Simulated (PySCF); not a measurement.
H2BCl2N, singlet, at a GFN2-xTB geometry. Base run: PySCF with PBE0/6-31G, polarisability.

Here is a job for PySCF.
```python
from pyscf import gto, scf, dft
from pyscf.prop import polarizability

mol = gto.Mole()
mol.atom = '''
    B    -0.21500876    0.17235440   -0.17656584
    Cl    1.34322240   -0.19892530   -0.84011027
    Cl   -0.64162874   -0.36348322    1.41626109
    N    -1.12546632    0.90219152   -0.92423631
    H    -2.04242288    1.14585877   -0.58951495
    H    -0.93136134    1.23797347   -1.85256556
'''
mol.basis = '6-31g'
mol.verbose = 3
mol.build()

mf = dft.RKS(mol)
mf.xc = 'pbe0'
mf.kernel()
alpha = mf.Polarizability().polarizability()[2, 2]
print('alpha_zz =', alpha)
```

The base run was repeated with changes; each row names its change, and settings that it needs were set with it.

```csv
change,alpha_zz (bohr³),basis functions,core-seconds (rough)
base,38.22,48,7
finite field (a.u.) = 0.005; conv_tol = 1e-11,38.23,48,6
basis = def2-SVPD,53.61,110,20
finite field (a.u.) = 0.001; conv_tol = 1e-11,38.22,48,6
basis = STO-3G,20.87,30,3
basis = 6-31G*,40.66,68,10
functional = pbe,39.76,48,8
"functional = lda,vwn",39.91,48,4
functional = camb3lyp,37.49,48,10
finite field (a.u.) = 2e-4; conv_tol = 1e-6,29.64,48,4
finite field (a.u.) = 0.02; conv_tol = 1e-11,38.29,48,7
finite field (a.u.) = 0.001; conv_tol = 1e-6,38.21,48,5
```

Finite-field rows take the second difference of the energy in a field along z; a small field with loose convergence shows SCF noise divided by the square of the field, and a large one adds hyperpolarisability.
